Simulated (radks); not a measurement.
Polarisability of the argon ion Ar2+, [Ne] 3s2 3p4, at imaginary frequency. All-electron calculation, scalar-relativistic Kohn-Sham, PBE, spin-polarised, spherical densities, finite nucleus; open shells are filled with parallel spins first; Fermi nuclear charge, rms radius 3.4274 fm. Program: a radial shooting solver on a logarithmic mesh with Libxc functionals. Response by self-consistent Sternheimer equations with the Hartree and adiabatic LDA kernel, the relativistic mass of each level held fixed and spin-orbit coupling left out.

| w (hartree) | alpha1(iw) (bohr^3) |
|---|---|
| 0.00266 | 4.804 |
| 0.0143 | 4.803 |
| 0.0360 | 4.797 |
| 0.0697 | 4.777 |
| 0.118 | 4.727 |
| 0.186 | 4.619 |
| 0.280 | 4.406 |
| 0.413 | 4.022 |
| 0.605 | 3.407 |
| 0.892 | 2.569 |
| 1.35 | 1.654 |
| 2.12 | 0.8849 |
| 3.59 | 0.3894 |
| 6.94 | 0.1376 |
| 17.5 | 0.03231 |

Static values: alpha1 = 4.804 bohr^3 (0.7118 angstrom^3; uncoupled 7.749). C6 = 16.82, triple-dipole C9 = 59.46 atomic units. One-pole (London) frequency 4 C6 / (3 alpha1^2) = 0.972 hartree, against 1.249 for minus the highest occupied eigenvalue.
